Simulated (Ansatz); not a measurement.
In10P10: single points at one geometry.

```yaml
crystal:
  periodic: [false, false, false]
  atoms:
    - {symbol: P, position_ang: [-2.815069, -2.782129, 0.397271]}
    - {symbol: P, position_ang: [-4.327830, 1.442698, -1.367621]}
    - {symbol: P, position_ang: [-1.713504, 1.320119, 2.570963]}
    - {symbol: P, position_ang: [-1.130619, 3.659373, -1.298352]}
    - {symbol: P, position_ang: [1.350032, -4.095386, -1.687102]}
    - {symbol: P, position_ang: [0.983550, -1.591315, 2.176296]}
    - {symbol: P, position_ang: [4.282522, -1.387667, -0.865067]}
    - {symbol: P, position_ang: [-0.100331, -0.214360, -1.318126]}
    - {symbol: P, position_ang: [0.426400, 1.984465, 2.597421]}
    - {symbol: P, position_ang: [1.877837, 0.307700, 2.751558]}
    - {symbol: In, position_ang: [-3.875483, -0.843253, -0.673974]}
    - {symbol: In, position_ang: [-0.725873, -2.925401, -1.132996]}
    - {symbol: In, position_ang: [-1.193316, -0.752177, 1.144387]}
    - {symbol: In, position_ang: [-1.832253, 1.390184, -2.379769]}
    - {symbol: In, position_ang: [-2.620487, 2.474647, 0.425918]}
    - {symbol: In, position_ang: [0.735763, 2.153363, -0.288123]}
    - {symbol: In, position_ang: [2.258260, -1.517710, -3.126732]}
    - {symbol: In, position_ang: [2.344960, -2.599835, 0.133249]}
    - {symbol: In, position_ang: [3.307477, 0.583990, 0.285327]}
    - {symbol: In, position_ang: [2.767984, 3.392696, 1.655472]}
basis:
  gaussian: {orbitals: def2-TZVP, fitting: {mean_field: def2-universal-jkfit}, initial_orbitals: start.molden}
hamiltonian: {xc: pbe0, dispersion: d4}
scf: {omitted_lower_state_checks: [starts]}
output: {orbitals: {seedname: orbitals}}
```

The file start.molden holds the orbitals of an earlier run on this structure, at another level or in another basis.

```sh
$ ansatz run in.yaml --threads 2 --pin off --events-out ev --progress --plain --max-ram 31744MiB --backend cuda --devices 0, --max-vram 18GiB
```

Shortened log:

```
Functional definition: PBE0
3460 factors; integrals over basis functions are off by at most 4.6e-1 eV
mean field evaluation 1: about -144602.3563 eV, gradient 2.4e2 eV
mean field evaluation 2: about -144609.3945 eV, gradient 9.4e0 eV
mean field evaluation 4: about -144609.6838 eV, gradient 2.7e-1 eV
mean field evaluation 8: about -144609.6844 eV, gradient 1.0e-5 eV
mean field -144609.68444505 eV, -5314.3078833909 hartree, gradient 1.0e-5 eV, S^2 0.000000; 0 other end points of the search recorded, 0 dependent functions left out
reference -144609.68450701 eV, -5314.3078856678 hartree; 180, 180 occupied and 690, 690 virtual orbitals, 3460 factors
Total energy: -144612.32923642 eV, -5314.4050776810 hartree
Checks for a lower state left out: starts
```

Run time 8.5 s (2 threads of AMD EPYC 7R13 on a shared host and a share (18 GiB) of an NVIDIA H100 80GB HBM3), peak host memory 1.2 GiB.

First input, but with `gaussian: {orbitals: def2-SVP, fitting: {mean_field: def2-universal-jkfit}, initial_orbitals: start.molden}`, `hamiltonian: {xc: pbe, dispersion: d4}`, `output: {forces: true, orbitals: {seedname: orbitals}}` (abridged; 6 s):

```
Functional definition: PBE
mean field -144570.55639610 eV, -5312.8699541139 hartree, gradient 2.7e-5 eV, S^2 0.000000
Total energy: -144573.46595727 eV, -5312.9768785147 hartree
Atom 0 force     0.003263     0.007229     0.001430 eV/Å
Atom 1 force     0.003434     0.003517     0.000731 eV/Å
Atom 2 force    -0.011797     0.003778     0.008944 eV/Å
Atom 3 force     0.007902    -0.004082     0.002013 eV/Å
Atom 4 force    -0.004572     0.006529    -0.002515 eV/Å
Atom 5 force     0.004441     0.002669     0.005623 eV/Å
Atom 6 force    -0.007101     0.001986    -0.002912 eV/Å
Atom 7 force    -0.002352     0.003371     0.004958 eV/Å
Atom 8 force    -0.001207    -0.002319    -0.011454 eV/Å
Atom 9 force     0.006584    -0.021197    -0.003765 eV/Å
Atom 10 force     0.003784    -0.006096    -0.002727 eV/Å
Atom 11 force     0.003595    -0.001384     0.001925 eV/Å
Atom 12 force    -0.007525     0.003769    -0.004539 eV/Å
Atom 13 force     0.001505    -0.003970     0.002772 eV/Å
Atom 14 force     0.000372     0.000105    -0.002572 eV/Å
Atom 15 force    -0.006902     0.001697     0.001730 eV/Å
Atom 16 force     0.002529    -0.002150     0.008515 eV/Å
Atom 17 force     0.003197    -0.000601    -0.001675 eV/Å
Atom 18 force     0.005575     0.005116    -0.000137 eV/Å
Atom 19 force    -0.004725     0.002032    -0.006345 eV/Å
Dipole moment:    -0.480027     0.633164    -0.227698 e Å
Checks for a lower state left out: starts
```

As the first input, with `gaussian: {orbitals: def2-SVP, fitting: {mean_field: def2-universal-jkfit}, initial_orbitals: start.molden}`, `output: {forces: true, orbitals: {seedname: orbitals}}` (abridged; 8 s):

```
Functional definition: PBE0
mean field -144576.72789253 eV, -5313.0967524247 hartree, gradient 3.0e-5 eV, S^2 0.000000
Total energy: -144579.37267526 eV, -5313.1939463972 hartree
Atom 0 force     0.112794     0.359644    -0.216715 eV/Å
Atom 1 force     0.292979    -0.231002     0.119696 eV/Å
Atom 2 force     0.048848    -0.030346    -0.323342 eV/Å
Atom 3 force    -0.076026    -0.418687     0.103999 eV/Å
Atom 4 force    -0.173584     0.316572     0.192501 eV/Å
Atom 5 force    -0.026630     0.128444    -0.179837 eV/Å
Atom 6 force    -0.347508     0.109259     0.184846 eV/Å
Atom 7 force    -0.276925     0.137593     0.016600 eV/Å
Atom 8 force     0.086703    -0.227679    -0.154387 eV/Å
Atom 9 force    -0.177810     0.060467    -0.108630 eV/Å
Atom 10 force     0.161115     0.048378     0.063509 eV/Å
Atom 11 force     0.141870    -0.011880     0.089434 eV/Å
Atom 12 force     0.151616    -0.002150     0.057644 eV/Å
Atom 13 force     0.067827     0.101416     0.373359 eV/Å
Atom 14 force     0.197782    -0.125450    -0.123755 eV/Å
Atom 15 force    -0.050652    -0.013624     0.029696 eV/Å
Atom 16 force     0.048972    -0.059481     0.077792 eV/Å
Atom 17 force    -0.014493     0.120377    -0.135765 eV/Å
Atom 18 force    -0.105372    -0.197376    -0.050270 eV/Å
Atom 19 force    -0.061507    -0.064476    -0.016378 eV/Å
Dipole moment:    -0.707527     0.707240    -0.320931 e Å
Checks for a lower state left out: starts
```

As the first input, with `gaussian: {orbitals: def2-SVP, fitting: {mean_field: def2-universal-jkfit}, initial_orbitals: start.molden}`, `hamiltonian: {xc: hse06, dispersion: d4}` (abridged; 9 s):

```
Functional definition: HSE06
mean field -144574.81568145 eV, -5313.0264799637 hartree, gradient 2.1e-5 eV, S^2 0.000000
Total energy: -144577.41807796 eV, -5313.1221162712 hartree
Checks for a lower state left out: starts
```

As the first input, with `gaussian: {orbitals: def2-SVP, fitting: {mean_field: def2-universal-jkfit}, initial_orbitals: start.molden}`, `hamiltonian: {xc: r2scan, dispersion: d4}` (abridged; 7.5 s):

```
Functional definition: r2SCAN
mean field -144624.67410030 eV, -5314.8587430612 hartree, gradient 2.6e-5 eV, S^2 0.000000
Total energy: -144625.39465498 eV, -5314.8852229570 hartree
Checks for a lower state left out: starts
```

First input, but with `gaussian: {orbitals: def2-SVP, fitting: {mean_field: def2-universal-jkfit}, initial_orbitals: start.molden}`, `hamiltonian: {xc: {name: LC-wPBE, parameters: {omega: 0.15/bohr}}}` (abridged; 5.5 s):

```
Functional definition: LC-wPBE
mean field -144578.58792048 eV, -5313.1651071909 hartree, gradient 1.6e-5 eV, S^2 0.000000
Total energy: -144578.58792055 eV, -5313.1651071936 hartree
Checks for a lower state left out: starts
```

The first input with `gaussian: {orbitals: def2-SVP, fitting: {mean_field: def2-universal-jkfit}, initial_orbitals: start.molden}`, `hamiltonian: {xc: {name: LC-wPBE, parameters: {omega: 0.1/bohr}}}` (abridged; 7.5 s):

```
Functional definition: LC-wPBE
mean field -144577.96936255 eV, -5313.1423756062 hartree, gradient 1.8e-5 eV, S^2 0.000000
Total energy: -144577.96936272 eV, -5313.1423756126 hartree
Checks for a lower state left out: starts
```

Geometry: PBE-D4/def2-SVP.

In the def2 sets In takes a core potential; there is no spin–orbit coupling. HSE06 is defined as in plane-wave codes, on full-range PBE exchange. Single mean-field runs in def2-SVP, def2-TZVP are fitted with def2-universal-jkfit. The restricted singlet is unstable towards broken spin symmetry in Hartree–Fock (as tested in another run); at PBE0-D4/def2-TZVP, PBE-D4/def2-SVP, PBE0-D4/def2-SVP, HSE06-D4/def2-SVP and others this wasn't settled.
